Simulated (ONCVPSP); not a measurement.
## iodine: variants of one ONCV potential

Base potential:

iodine, optimised norm-conserving Vanderbilt (ONCV), made with ONCVPSP 4.0.1 (PBE, scalar-relativistic). Core [Kr] 4d10, reference 5s2 5p5. Waves: 5s: rc 1.55 bohr, ncon 4, nbas 8, qcut 3.3 1/bohr, 2 projectors, debl 0.9 Ha; 5p: rc 1.75 bohr, ncon 4, nbas 7, qcut 5.3 1/bohr, 2 projectors, debl 3.7 Ha. Local part: polynomial inside 1.15 bohr (lpopt 5, dvloc0 4 Ha). Core correction: Teter function fitted to the true core (icmod 2), fcfact 0.35.

All-electron outer shells of the reference configuration (PBE, scalar-relativistic, ld1.x):

```tsv
shell	level (eV)	outermost node (bohr)	outermost maximum (bohr)
4p	-127.57	0.37	0.72
4d	-50.28	0.35	0.78
5s	-17.41	0.88	1.70
5p	-7.09	0.96	2.02
```

Cutoffs, loose and tight: the cutoffs (Ha) at which the residual kinetic energy of the hardest occupied pseudo-wave falls to 1 and 0.1 mHa per electron. They do not see the model core or the augmentation charge, which bear on the density cutoff. Test errors are all-electron minus pseudo excitation energies from the reference, over the configurations 5s2 5p4; 5s2 5p3; 5s2 5p2; 5s1 5p6. A dash means not determined; rows that change the core or the reference have their own tests.

For the base: The cutoffs count occupied waves only; projector 2 of the p channel, the hardest unoccupied one, needs 63 Ha at the loose tolerance.

A true bound ghost makes a file unfit for plane-wave use even where its test errors are small: the radial tests pick states by their node count and pass the ghost by.

```csv
change,outcome,"cutoff, loose","cutoff, tight",bound ghosts,GHOST(+) flags above zero,largest test error (meV)
base,generated,18 Ha,47 Ha,s,p,-36
"local potential polynomial inside 1.15 bohr (lpopt 5, dvloc0 -2 Ha)",generated,18 Ha,47 Ha,s,p,-32
"local potential polynomial inside 1.15 bohr (lpopt 5, dvloc0 -1.5 Ha)",generated,18 Ha,47 Ha,s,p,-33
"local potential polynomial inside 1.15 bohr (lpopt 5, dvloc0 0.5 Ha)",generated,18 Ha,47 Ha,s,p,-35
"local potential polynomial inside 1.15 bohr (lpopt 5, dvloc0 1.5 Ha)",generated,18 Ha,47 Ha,s,p,-35
"local potential polynomial inside 1.15 bohr (lpopt 5, dvloc0 2.5 Ha)",generated,18 Ha,47 Ha,s,p,-35
"local potential polynomial inside 1.15 bohr (lpopt 5, dvloc0 6.5 Ha)",generated,18 Ha,47 Ha,s,p,-35
"local potential polynomial inside 1.15 bohr (lpopt 5, dvloc0 7.5 Ha)",generated,18 Ha,47 Ha,none,"s, p",-36
"local potential polynomial inside 1.15 bohr (lpopt 5, dvloc0 9 Ha)",generated,18 Ha,47 Ha,none,"s, p",-36
```

(1) What comes out with this change to the base: local potential polynomial inside 1.15 bohr (lpopt 5, dvloc0 5.5 Ha)?

## Answers

(1) outcome: failed: oncvpsp: lschvkbb ERROR 1 0 100. Cause: the bound-state solver with the separable projectors failed.

Reading the sweep of the dvloc0 (base included, trends over the rows without a ghost): Bound ghosts are found at -2, -1.5, 0.5, 1.5, 2.5, 4, 6.5 Ha. The generation fails at 5.5 Ha.
